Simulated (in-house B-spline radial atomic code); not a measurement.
## Ionising the cobalt ion Co⁶⁺ with different functionals

Computed with an all-electron radial atomic-structure program (B-spline basis): four-component Dirac-Coulomb Hamiltonian, Fermi nucleus of rms radius 3.7875 fm, spin-restricted, spherical fractional occupations for the functionals, and exact exchange of hybrids averaged over the configuration. The ionisation energy is the difference of two self-consistent energies, [Ar] 3d3 → [Ar] 3d2, without Breit or QED terms; ε is the level of the shell that loses the electron (mean over j). The electron is taken from both j subshells in proportion to 2j + 1, so the result is a j average, not the step between ground levels.

| method | rung | ΔSCF (eV) | -ε(3d) (eV) |
| --- | --- | --- | --- |
| PBE0 | global hybrid | ? | ? |
| HSE06 | range-separated hybrid | ? | ? |
| CAM-B3LYP | range-separated hybrid | 127.81 | 119.49 |
| LC-wPBE | range-separated hybrid | 127.76 | 120.03 |

Q: What does PBE0 give?

A: ΔSCF 127.72 eV, and -ε(3d) = 118.10 eV.

Q: What does HSE06 give?

A: ΔSCF 127.67 eV, and -ε(3d) = 117.62 eV.

Q: Among the functionals, which spreads more, the ΔSCF values or the orbital energies?

A: The orbital energies: ΔSCF values span about 0.15 eV and the orbital energies 2.41 eV; here energy differences depend much less on the functional than eigenvalues do.

Q: How do they compare with the NIST value?

A: NIST lists 128.9 eV ± 0.5 (semi-empirical, ground level to ground level). Errors run from -1.23 to -1.09 eV. The correlated functionals all miss on the same side by more than they spread, so the cause is common to them (Breit-QED terms, spin polarisation, the choice among j levels, multiplet and fine-structure energies, or a listed next ion that isn't the cheapest removal here) and closeness doesn't rank the functionals.
